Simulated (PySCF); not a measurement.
Start geometry of `[NH2][GeH2][Br]` from GFN2-xTB (Å):
```
atom  x, y, z in Å
N1    -1.032    0.360   -0.212
Ge2    0.560   -0.371    0.021
Br3    1.992    1.368   -0.073
H4    -1.280    1.175    0.357
H5    -1.854   -0.227   -0.342
H6     0.811   -1.271   -1.149
H7     0.837   -1.063    1.349
```

Q: What comes out of this run: PBE0-D3(BJ)/def2-SVP geometry optimisation, gas phase (PySCF 2.14.0)?

A: 
```
atom  x, y, z in Å
N1    -1.1776    0.2382   -0.0145
Ge2    0.4976   -0.4624    0.0007
Br3    2.1663    1.1672   -0.0117
H4    -1.4196    0.7912    0.8038
H5    -1.4125    0.7685   -0.8497
H6     0.6949   -1.2799   -1.2796
H7     0.6878   -1.2472    1.3022
```

The energy falls by 5.5 kcal/mol over 29 energy and gradient evaluations, the largest force component goes from 0.0318 to 2.1e-04 Eh/bohr, and the atoms move by 0.460 Å rms after alignment. The bond that changes most is Ge2–Br3 (ends: germanium bonded to Br, N and 2 H; bromine bonded to Ge), which lengthens by 0.078 Å. Bonds longer at the end by more than 0.005 Å: 4 of 6; shorter: 1. Among the angles that change most is N1–Ge2–H7, from 117.9° to 108.6°. Among the dihedrals that turn most is H5–N1–Ge2–H6, from 56° to -53°. Rotational constants go from 11700, 2026, 1770 to 12074, 1823, 1633 MHz. The orientation of the end geometry is arbitrary; only internal coordinates are fixed.

The run used 98 basis functions and 196 SCF cycles in all.

PBE0-D3(BJ)/def2-SVP frequencies: not computed here. One conformer, not necessarily the lowest.
